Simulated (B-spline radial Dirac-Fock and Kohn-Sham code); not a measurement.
## Conversion-electron coefficients: W, 43.1 keV

Z = 74 (tungsten), transition energy 43.1 keV. The computed values come from an atomic code on a B-spline grid: a Dirac-Hartree-Slater potential of the neutral atom with a Latter tail (no hole, which puts coefficients of high multipoles low close above an edge), finite nucleus with surface currents. The K shell is not open to conversion at this energy. Subshells that would emit electrons below 1 keV are left out.

| subshell | electron energy (keV) | E1 | E3 | M2 | M3 | M5 |
| --- | --- | --- | --- | --- | --- | --- |
| L1 | 31.00 | 0.231 | 79.2 | 261 | 4920 | 1.15e+06 |
| L2 | 31.56 | 0.141 | 4080 | 21.9 | 488 | 165000 |
| L3 | 32.89 | 0.180 | 4280 | 109 | 16700 | 2.18e+07 |
| M1 | 40.28 | 0.0512 | 22.3 | 65.9 | 1550 | 633000 |
| M2 | 40.52 | 0.0291 | 1140 | 6.09 | 162 | 82500 |
| M3 | 40.82 | 0.0385 | 1180 | 28.9 | 4870 | 9.53e+06 |
| M4 | 41.23 | 0.00397 | 68.1 | 0.437 | 66.1 | 210000 |
| M5 | 41.29 | 0.00494 | 100 | 0.0389 | 82.3 | 2.84e+06 |
| total |  | 0.715 | 11700 | 524 | 30800 | 4.04e+07 |

Task: For a pure M2 transition, what fraction of decays emits a photon?

Result: 1/(1 + α) = 0.00191 with the total α = 524; the total includes the outer subshells that are not listed.
